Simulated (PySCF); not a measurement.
# Reading the logs of faulty runs: AlBH3NSi

These are calculations, not measurements. The program is PySCF 2.14.0, an open-source quantum chemistry code, run on an isolated molecule that a program drew, which may never have been made. The molecule is AlBH3NSi (charge 0, singlet), drawn as the SMILES string `[BH2][Al]=[N][SiH]`.

Each row is a Hartree-Fock (HF) and frozen-core CCSD(T) single point in the cc-pV(D+d)Z basis, meant for a local HF minimum. Run 1 is clean. Each other run has one planted mistake out of seven kinds, and not every kind appears here: one electron removed, one electron added, multiplicity raised by two, geometry at a saddle point, minimal basis STO-3G, one bond length entered in bohr, all coordinates scaled. The reference is restricted for singlets and unrestricted otherwise, and also for a bond in bohr. Adding or removing an electron swaps singlet and doublet. Electrons count all cores. HOMO and LUMO are orbital energies over both spins, the gradient is its largest component, and the lowest frequency (negative if imaginary) is given only where the gradient is small. Bond lengths are over the 6 bonds as drawn. T1 is the CCSD diagnostic: over 0.02 (restricted) or 0.045 (unrestricted) a single reference is doubtful.

Geometry of the clean run:
```xyz
7
AlBH3NSi, angstrom
B     2.2339    0.3489    3.3012
Al    0.9654    1.2033    1.8071
N     0.0061    1.8687    0.6554
Si   -0.7930    2.6706   -0.5860
H     2.3207    0.8498    4.3832
H     2.8653   -0.6395    3.0694
H    -2.2021    2.0543   -0.4716
```

| run | electrons | basis functions | <S^2> | HOMO (eV) | LUMO (eV) | gradient (hartree/bohr) | lowest frequency (cm^-1) | mean bond (Å) | longest bond (Å) | T1 | HF (hartree) | CCSD(T) (hartree) | mistake |
|---|---|---|---|---|---|---|---|---|---|---|---|---|---|
| 1 | 42 | 89 | 0.000 | -6.80 | -0.38 | 3.1e-05 | 80 | 1.5652 | 2.138 | 0.0373 | -611.64559 | -612.09190 | no fault |
| 2 | 42 | 89 | 0.000 | -7.07 | -0.35 | 4.7e-02 | - | 1.6889 | 2.307 | 0.0389 | -611.60890 | -612.07140 | all coordinates scaled |
| 3 | 42 | 89 | 1.043 | -5.72 | -0.16 | 1.2e-01 | - | 1.7939 | 2.914 | 0.0296 | -611.58708 | -612.02114 | ? |
| 4 | 41 | 89 | 0.777 | -14.74 | -4.96 | 7.0e-02 | - | 1.5652 | 2.138 | 0.0269 | -611.43434 | -611.84413 | ? |

**Which mistake was planted in run 3, and what did it cost?**

The mean bond changes by a factor of 1.146 and the longest by 1.363, so the molecule wasn't scaled as a whole. A length L in bohr read as angstrom grows by (1/0.5292 - 1) L = 0.890 L. The 6 bonds together grew by 6 x 0.2287 = 1.372 Å, which gives L = 1.542 Å. That is bond Si4-H7, 1.542 Å in the clean geometry. So the mistake is: one bond length entered in bohr. Subtracting run 1 and multiplying by 627.51 kcal/mol a hartree, the energy moved by 36.7 kcal/mol in HF and 44.4 kcal/mol in CCSD(T).

**Which mistake was planted in run 4, and what did it cost?**

It counts 41 electrons, one fewer than the clean run, at the same geometry and basis. So the mistake is: one electron removed. Subtracting run 1 and multiplying by 627.51 kcal/mol a hartree, the energy moved by 132.6 kcal/mol in HF and 155.5 kcal/mol in CCSD(T).

Cautions from the logs. Run 1: T1 is over the limit, so its CCSD(T) energy is less reliable; run 2: T1 is over the limit, so its CCSD(T) energy is less reliable.
